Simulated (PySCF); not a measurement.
ClSi, SMILES [Si]Cl (connectivity only; charge and spin as stated), neutral, multiplicity 2. The structure is a stationary point at PBE-D3(BJ)/def2-TZVPD.

All values below come from PBE-D3(BJ)/def2-TZVPD (PySCF).

Harmonic wavenumbers (cm⁻¹): 510. Rotational constants (GHz): 7.416 (linear); symmetry number 1.

**Question.** Work out the zero-point energy and the ideal-gas rigid-rotor harmonic-oscillator thermochemistry at 298.15 K and 1 atm.

**Answer.** ZPE = ½ Σ hcν = ½ × 510 cm⁻¹ = 3.05 kJ/mol. H − E(el) = 12.30 kJ/mol. Entropy in J/(mol K): translation 160.52, rotation 64.28, vibration 2.65, spin 5.76, total 233.21. G − E(el) = -57.24 kJ/mol. Cp = 34.24 J/(mol K).
